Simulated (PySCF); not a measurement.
**Cadmium: a sound run and one with changed settings**

Sound run: Cd [Kr] 4d10 5s2, Cd+ [Kr] 4d10 5s1. Calculation: PySCF 2.14, in cc-pVTZ-PP with ECP28MDF (5s5p4d2f1g, 63 functions); a scalar-relativistic core potential. The sound run starts from symmetry-adapted Hartree-Fock orbitals and uses a fine grid where one is needed.

Changed run: basis STO-3G, all-electron and non-relativistic. This setting is unsound on purpose.

| species | method | sound run (hartree) | changed run (hartree) | converged |
| --- | --- | --- | --- | --- |
| Cd | UHF | -166.83876 | -5411.53272 | yes |
| Cd | B3LYP | -167.80191 | -5413.44508 | yes |
| Cd | M06-L | -167.85681 | -5413.55291 | yes |
| Cd+ | UHF | -166.56836 | -5411.42102 | yes |
| Cd+ | B3LYP | -167.46565 | -5413.26566 | yes |
| Cd+ | M06-L | -167.53008 | -5413.38422 | yes |

Ionisation energy of Cd:

```json
{"method": "UHF", "sound run (eV)": "7.358", "changed run (eV)": "3.039"}
{"method": "B3LYP", "sound run (eV)": "9.150", "changed run (eV)": "4.882"}
{"method": "M06-L", "sound run (eV)": "8.891", "changed run (eV)": "4.590"}
```

A minimal basis cannot let orbitals breathe on ionisation and holds almost no correlation. The Hamiltonian changed with the basis, so the totals do not compare.

For comparison, NIST gives 8.994 eV between the lowest levels.
